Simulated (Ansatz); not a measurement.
## Molecular dynamics of H

Input:

```yaml
accuracy: low
crystal:
  lattice:
    - [6.868285, 0.0, 0.0]
    - [0.0, 6.868285, 0.0]
    - [0.0, 0.0, 6.868285]
  atoms:
    - { symbol: H, position: [0.6259371, 0.51933795, 0.85029281] }
    - { symbol: H, position: [0.57837004, 0.5236834, 0.75596291] }
    - { symbol: H, position: [0.25947743, 0.23914825, 0.22203319] }
    - { symbol: H, position: [0.25331436, 0.22769014, 0.11540185] }
    - { symbol: H, position: [0.21293382, 0.23710825, 0.72321981] }
    - { symbol: H, position: [0.17981161, 0.14051605, 0.75661132] }
    - { symbol: H, position: [0.77180598, 0.81169054, 0.19778225] }
    - { symbol: H, position: [0.76050201, 0.72283245, 0.26211005] }
    - { symbol: H, position: [0.12226852, 0.61274685, 0.97151537] }
    - { symbol: H, position: [0.11919624, 0.51183257, 1.00368114] }
    - { symbol: H, position: [0.33743959, 0.7967546, 0.72230128] }
    - { symbol: H, position: [0.35266582, 0.78420544, 0.82964491] }
    - { symbol: H, position: [0.15367949, 0.47217313, 0.52461275] }
    - { symbol: H, position: [0.24801347, 0.50132218, 0.4803775] }
    - { symbol: H, position: [0.99053113, 0.80308618, 0.75263513] }
    - { symbol: H, position: [0.96939085, 0.89645963, 0.80943315] }
    - { symbol: H, position: [0.13676545, 0.83297096, 0.39161721] }
    - { symbol: H, position: [0.20060325, 0.81858639, 0.3012325] }
    - { symbol: H, position: [0.53942512, 0.09312926, 0.44988151] }
    - { symbol: H, position: [0.52990405, 0.00964398, 0.52006993] }
    - { symbol: H, position: [0.83887105, 0.40190882, 0.32534332] }
    - { symbol: H, position: [0.77151628, 0.41517615, 0.40534375] }
    - { symbol: H, position: [0.68580882, 0.17105405, -0.15881346] }
    - { symbol: H, position: [0.65490635, 0.09189257, -0.08156029] }
basis:
  ecutwfc: 420.0
kpoints:
  mp_grid: { grid: [1, 1, 1] }
hamiltonian:
  xc: pbe
scf:
  occupations: { method: fermi_dirac, width: 0.05 }
  lower_state_search: "off"
md:
  timestep: 0.75
  n_steps: 400
  ensemble: nvt_nose_hoover
  temperature: 250.0
  initial_velocities: maxwell_boltzmann
  seed: 892189
  nose_hoover: { tau: 200.0, chain_length: 1 }
```

Launched with:

```bash
$ ansatz run input.yaml --threads 1 --pin off --max-ram 3072MiB --backend cpu --events-out ev --progress --plain --runs-dir out
```

It goes on from the last frame of an earlier run, with new velocities.

Output, in part (step lines):

```
md step     0: t =     0.00 fs  T =   250.0 K  F+E_penalty+E_count = -380.67139677 eV  E_kin = 0.743245 eV  conserved = -379.92815177 eV  (6 SCF iters)
md step     1: t =     0.75 fs  T =   241.9 K  F+E_penalty+E_count = -380.64642699 eV  E_kin = 0.719233 eV  conserved = -379.92719373 eV  (6 SCF iters)
md step     2: t =     1.50 fs  T =   221.6 K  F+E_penalty+E_count = -380.57768298 eV  E_kin = 0.658767 eV  conserved = -379.91891646 eV  (6 SCF iters)
md step     3: t =     2.25 fs  T =   220.2 K  F+E_penalty+E_count = -380.57562771 eV  E_kin = 0.654676 eV  conserved = -379.92095524 eV  (5 SCF iters)
md step     4: t =     3.00 fs  T =   233.0 K  F+E_penalty+E_count = -380.61926540 eV  E_kin = 0.692807 eV  conserved = -379.92646670 eV  (6 SCF iters)
md step     5: t =     3.75 fs  T =   236.3 K  F+E_penalty+E_count = -380.62819946 eV  E_kin = 0.702485 eV  conserved = -379.92572919 eV  (5 SCF iters)
md step     6: t =     4.50 fs  T =   228.2 K  F+E_penalty+E_count = -380.60175217 eV  E_kin = 0.678471 eV  conserved = -379.92330340 eV  (5 SCF iters)
md step     7: t =     5.25 fs  T =   218.8 K  F+E_penalty+E_count = -380.57250401 eV  E_kin = 0.650449 eV  conserved = -379.92208690 eV  (4 SCF iters)
[... lines left out ...]
md step   400: t =   300.00 fs  T =   247.7 K  F+E_penalty+E_count = -380.55068970 eV  E_kin = 0.736338 eV  conserved = -379.91901775 eV  (6 SCF iters)
```

The steps, from the saved trajectory:

| time (fs) | T (K) | potential energy less start (eV) | conserved less start (meV/atom) |
| --- | --- | --- | --- |
| 0.0 | 250 | 0.000 | 0.00 |
| 9.8 | 210 | 0.129 | 0.36 |
| 19.5 | 229 | 0.066 | 0.16 |
| 29.2 | 228 | 0.076 | 0.35 |
| 39.0 | 259 | -0.024 | 0.03 |
| 48.8 | 252 | -0.002 | 0.07 |
| 58.5 | 236 | 0.052 | 0.27 |
| 68.2 | 254 | -0.003 | 0.15 |
| 78.0 | 224 | 0.095 | 0.46 |
| 87.8 | 252 | 0.001 | 0.01 |
| 97.5 | 208 | 0.142 | 0.37 |
| 107.2 | 254 | -0.001 | -0.08 |
| 117.0 | 221 | 0.108 | 0.36 |
| 126.8 | 239 | 0.054 | 0.16 |
| 136.5 | 218 | 0.122 | 0.33 |
| 146.2 | 202 | 0.168 | 0.15 |
| 156.0 | 217 | 0.123 | 0.01 |
| 165.8 | 215 | 0.138 | 0.33 |
| 175.5 | 242 | 0.058 | 0.06 |
| 185.2 | 188 | 0.233 | 0.49 |
| 195.0 | 214 | 0.147 | 0.01 |
| 204.8 | 218 | 0.150 | 0.41 |
| 214.5 | 281 | -0.039 | 0.01 |
| 224.2 | 265 | 0.024 | 0.35 |
| 234.0 | 277 | -0.011 | 0.19 |
| 243.8 | 244 | 0.095 | 0.27 |
| 253.5 | 236 | 0.122 | 0.13 |
| 263.2 | 263 | 0.047 | 0.07 |
| 273.0 | 256 | 0.078 | 0.36 |
| 282.8 | 267 | 0.047 | 0.17 |
| 292.5 | 245 | 0.127 | 0.46 |

All steps were run. The conserved energy stayed within 0.52 meV per atom of its start (net change 0.38 meV per atom), so the integration is sound. A run of 0.3 ps of so small a system gives no equilibrium averages. Limits of this set-up: coarse k mesh, low accuracy level.

Mean squared displacements from the first frame to the last, about the centre of mass: H 4.45 Å².

Last frame:

```xyz
24
Lattice="6.8683 0.0000 0.0000 0.0000 6.8683 0.0000 0.0000 0.0000 6.8683" Properties=species:S:1:pos:R:3
H 4.456 3.828 4.743
H 4.342 3.508 5.452
H 2.543 -1.827 -0.076
H 2.788 -1.615 0.629
H 1.561 1.232 6.463
H 1.051 1.320 5.902
H 4.486 4.801 2.795
H 4.990 4.779 2.246
H -0.871 5.571 7.372
H -0.926 4.959 6.905
H 2.288 4.505 3.015
H 2.456 4.500 3.740
H 3.175 2.383 1.326
H 2.733 2.424 0.805
H 5.708 7.051 4.207
H 5.077 7.208 4.592
H 0.579 5.981 2.873
H 0.775 6.637 3.172
H 2.583 1.111 3.660
H 2.817 1.007 4.356
H 6.560 2.886 3.481
H 6.484 3.284 4.160
H 6.028 2.533 0.833
H 5.884 1.846 0.667
```

The run took 4.9 min on 1 thread of Arm Neoverse V1 (shared host), peak memory 0.3 GiB.
